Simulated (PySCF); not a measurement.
From one molecule to another.

First species: C5H10OSi.
InChI=1S/C5H10OSi/c1-3-4-5-7-6-2/h5,7H2,1-2H3

Second species: C4H11NSi.
InChI=1S/C4H11NSi/c1-3-4(2)6-5/h3H,5-6H2,1-2H3/b4-3+

Levels: PBE0/pcSseg-1 for dipole moment, HOMO energy, LUMO energy and HOMO–LUMO gap; GFN2-xTB for rotational constant A and rotational constant C. Geometries: GFN2-xTB. Each structure is a single optimised conformer of the isolated species, non-relativistic unless stated; the electronic structure was computed with PySCF and density fitting.

The conformers computed, where there is a choice (atom-mapped SMILES and torsion angles):
- `[CH3:1][C:2]#[C:3][CH2:4][SiH2:5][O:6][CH3:7]`: C3–C4–Si5–O6 180°, C4–Si5–O6–C7 180°
- `[CH3:1]/[CH:2]=[C:3](\[CH3:4])[SiH2:5][NH2:6]`: C2–C3–Si5–N6 -136°, H–N6–Si5–C3 49°, H–N6–Si5–C3 -174°

Values for the first species:

| Property | Result |
| --- | --- |
| Dipole moment | 0.96 D |
| HOMO energy | -6.89 eV |
| LUMO energy | 0.76 eV |
| HOMO–LUMO gap | 7.65 eV |
| Rotational constant A | 11.204 GHz |
| Rotational constant C | 0.670 GHz |

(1) Estimate the same properties for the second species, and the change in each.

Answers

(1) 
| property | first | second | second less first |
| --- | --- | --- | --- |
| dipole moment | 0.96 D | 1.06 D | +0.10 D |
| HOMO energy | -6.89 eV | -7.02 eV | -0.13 eV |
| LUMO energy | 0.76 eV | 0.06 eV | -0.70 eV |
| HOMO–LUMO gap | 7.65 eV | 7.08 eV | -0.57 eV |
| rotational constant A | 11.204 GHz | 5.575 GHz | -5.629 GHz |
| rotational constant C | 0.670 GHz | 1.307 GHz | +0.637 GHz |

On the first: The dipole equals about 3.2 × 10⁻³⁰ C·m (1 D = 3.33564 × 10⁻³⁰ C·m).

On the second: The dipole equals about 3.5 × 10⁻³⁰ C·m (1 D = 3.33564 × 10⁻³⁰ C·m).
